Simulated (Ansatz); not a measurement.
Ansatz (a program for electronic structure) input:
A basis named .json is the Basis Set Exchange file of that set.

Ansatz 0.2 input:
```yaml
crystal:
  periodic: [false, false, false]
  atoms:
    - {symbol: Si, position_ang: [0.25122624, 0.02080846, -0.26972620]}
    - {symbol: O, position_ang: [1.07582876, 0.09952672, 1.16659166]}
    - {symbol: O, position_ang: [-0.85067735, 1.22978299, -0.54058398]}
    - {symbol: N, position_ang: [-0.70000451, -1.38820446, -0.12913952]}
    - {symbol: H, position_ang: [1.90995251, 0.57603644, 1.15572808]}
    - {symbol: H, position_ang: [-0.52835794, 2.00656171, -1.00498356]}
    - {symbol: H, position_ang: [-0.32480178, -2.23292578, 0.27035544]}
    - {symbol: H, position_ang: [-1.47513989, -1.55803726, -0.74901802]}
basis:
  gaussian:
    orbitals: aug-cc-pV_D+d_Z.json
magnetization: {spin_polarized: true, initial_magnetization: 1}
correlation: {method: ccsd_t, electrons: outside_noble_gas}
output: {forces: true}
```

Task: Predict the final energy.

Result: -496.28421 Eh (CCSD(T)/aug-cc-pV(D+d)Z). The basis has 137 functions.

It need not be the lowest isomer of its formula.
